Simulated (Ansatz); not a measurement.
`[O]=[Mo](=[O])([OH])[OH]`. The species carries charge 0 and has multiplicity 1. Mo: def2 effective core potential.

```xyz
7

O    -0.054    1.880    0.362
Mo   -0.175    0.291   -0.154
O    -1.205    0.216   -1.473
O    -0.871   -0.775    1.214
O     1.527   -0.315   -0.636
H    -0.922   -0.490    2.130
H     1.701   -0.807   -1.443
```

What are the harmonic wavenumbers in cm⁻¹ at PBE0-D4/def2-TZVP (Ansatz, finite differences of forces, unscaled)? (An estimate is asked.)

Computed: 206, 231, 238, 274, 277, 307, 372, 625, 642, 741, 758, 1044, 1070, 3889, 3894.

Is this a minimum?

Yes, all 15 modes are real.

Give the ideal-gas thermochemistry at 298.15 K and 1 bar (rigid rotor, harmonic oscillator; point group C2, symmetry number 2).

Zero-point energy 87.1 kJ/mol; H(298) − E = 106.9 kJ/mol; entropy 330.4 J/(mol·K), of which translation 172.3, rotation 104.6, vibration 53.5; G(298) − E = 8.4 kJ/mol.
